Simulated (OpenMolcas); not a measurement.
# What dynamic correlation does to the levels of Ti²⁺

| Quantity | Value |
| --- | --- |
| Program | OpenMolcas |
| Basis | ANO-RCC-VQZP [7s6p4d3f2g1h] |
| Scalar Hamiltonian | X2C, point nucleus |
| Active space | 2 electrons in 10 orbitals (3d 4d) |
| State averaging | 2S+1 = 3 even, 10 roots; 2S+1 = 1 even, 14 roots |
| Spin-orbit coupling | state interaction with AMFI integrals over the reference wave functions, term energies averaged over their components |

Methods on the same reference wave functions:
A. CASSCF
B. SS-CASPT2, IPEA 0.25 Eh, imaginary shift 0.1 Eh (closed shells correlated: 3s 3p)

Energies in eV above 3d2 3F2, the measured ground level; measured values from Corliss and Sugar, J. Phys. Chem. Ref. Data 8, 1 (1979).

| Level | A | B | Measured |
| --- | --- | --- | --- |
| 3d2 3F2 | 0.0000 | 0.0000 | 0.0000 |
| 3d2 3F3 | 0.0244 | 0.0246 | 0.0229 |
| 3d2 3F4 | 0.0563 | 0.0564 | 0.0521 |
| 3d2 1D2 | 1.3450 | 1.016 | 1.0506 |
| 3d2 3P0 | 1.6197 | 1.381 | 1.3066 |
| 3d2 3P1 | 1.6275 | 1.389 | 1.3147 |
| 3d2 3P2 | 1.6447 | 1.406 | 1.3293 |
| 3d2 1G4 | 2.0745 | 1.822 | 1.7851 |

Deviations, from unrounded energies. A percentage is the sum of absolute deviations over the sum of measured energies, with the sign that they share, or ± where signs differ.

```json
{"Against measurement": "mean absolute deviation (cm-1)", "Levels": "7", "A": "1800", "B": "350"}
{"Against measurement": "fine structure of the ground term (%)", "Levels": "2", "A": "+7.6", "B": "+8.0"}
{"Against measurement": "other terms of the ground configuration (%)", "Levels": "5", "A": "+22.5", "B": "±4.4"}
```

B lies closest to measurement on these levels. The largest miss of B in the table is 3d2 3P2, by +620 cm-1. The ranking rests on the paired levels alone, and a cruder setting can come out closer through cancelling errors.

From A to B the spin-free energies of the other terms of 3d2 shown, above 3F, scale by factors of 0.75 to 0.88, as is usual when dynamic correlation screens the repulsion within a d or f shell.

The lowest spin-free term lies below A's lowest term by 0.333 hartree in B.

CASPT2 does not keep the components of a term degenerate, so their means are used; among the terms shown or strongly mixed into the levels shown the widest spread is 570 cm-1 (3d2 3F, B). Active for correlation alone: 4d; no level in the range computed is led by a configuration that fills it, so any true level of that kind is missing. Without dynamic correlation excited terms often stand tens of per cent too high (terms of higher spin than the ground term too low), and those without a measured partner can miss by more than the paired ones (holds for A). Measured partners are found by configuration, term and J. A level has none where our copy of the source lacks it or the pairing is in doubt (some pairs that miss far off the trend of their configuration count as doubtful), and it then counts in no deviation. Only configurations of the active space appear.
